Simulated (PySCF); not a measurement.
BrNbO₂, multiplicity 1. Atoms are numbered in the order given.

```xyz
4

Nb     0.8071    -0.2195     0.0000
O      1.5954     0.4269     1.3740
O      1.5954     0.4269    -1.3740
Br    -1.6748     0.0620     0.0000
```

Coordinates come from a B3LYP-D3(BJ)/def2-SVP optimisation. The multiplicity is an assumed one; other spin states were not compared. The def2 effective core potentials stand for the cores of Nb; spin–orbit coupling is left out.

Level of theory: TDA-B3LYP/def2-SVPD run with PySCF 2.14.0.

Vertical excitations. Gas-phase values at a fixed geometry. State labels are in the subgroup Cs.

```json
[
 {"state": "S1", "symmetry": "A\"", "energy (eV)": "2.92", "λ (nm)": "424", "f": "0.000", "main pairs": "HOMO−2→LUMO 53 %, HOMO→LUMO 46 %"},
 {"state": "S2", "symmetry": "A\"", "energy (eV)": "3.20", "λ (nm)": "388", "f": "0.004", "main pairs": "HOMO→LUMO 53 %, HOMO−2→LUMO 46 %"},
 {"state": "S3", "symmetry": "A'", "energy (eV)": "3.29", "λ (nm)": "377", "f": "0.015", "main pairs": "HOMO−1→LUMO 97 %"},
 {"state": "S4", "symmetry": "A'", "energy (eV)": "4.04", "λ (nm)": "307", "f": "0.001", "main pairs": "HOMO−3→LUMO 94 %"},
 {"state": "S5", "symmetry": "A\"", "energy (eV)": "4.18", "λ (nm)": "297", "f": "0.001", "main pairs": "HOMO→LUMO+1 68 %, HOMO−2→LUMO+1 30 %"},
 {"state": "S6", "symmetry": "A'", "energy (eV)": "4.27", "λ (nm)": "290", "f": "0.003", "main pairs": "HOMO−4→LUMO 92 %"},
 {"state": "S7", "symmetry": "A\"", "energy (eV)": "4.35", "λ (nm)": "285", "f": "0.002", "main pairs": "HOMO−2→LUMO+1 68 %, HOMO→LUMO+1 31 %"},
 {"state": "S8", "symmetry": "A'", "energy (eV)": "4.67", "λ (nm)": "265", "f": "0.030", "main pairs": "HOMO−1→LUMO+1 74 %, HOMO−3→LUMO+1 13 %"},
 {"state": "S9", "symmetry": "A'", "energy (eV)": "4.93", "λ (nm)": "251", "f": "0.009", "main pairs": "HOMO−5→LUMO 80 %"},
 {"state": "S10", "symmetry": "A\"", "energy (eV)": "4.96", "λ (nm)": "250", "f": "0.008", "main pairs": "HOMO−6→LUMO 94 %"},
 {"state": "T1", "symmetry": "A\"", "energy (eV)": "2.82", "λ (nm)": "440", "f": "0", "main pairs": "HOMO−2→LUMO 65 %, HOMO→LUMO 34 %"},
 {"state": "T2", "symmetry": "A\"", "energy (eV)": "3.10", "λ (nm)": "400", "f": "0", "main pairs": "HOMO→LUMO 64 %, HOMO−2→LUMO 34 %"},
 {"state": "T3", "symmetry": "A'", "energy (eV)": "3.11", "λ (nm)": "398", "f": "0", "main pairs": "HOMO−1→LUMO 93 %"},
 {"state": "T4", "symmetry": "A'", "energy (eV)": "3.66", "λ (nm)": "339", "f": "0", "main pairs": "HOMO−3→LUMO 84 %"}
]
```
Triplets are in the Tamm–Dancoff approximation.
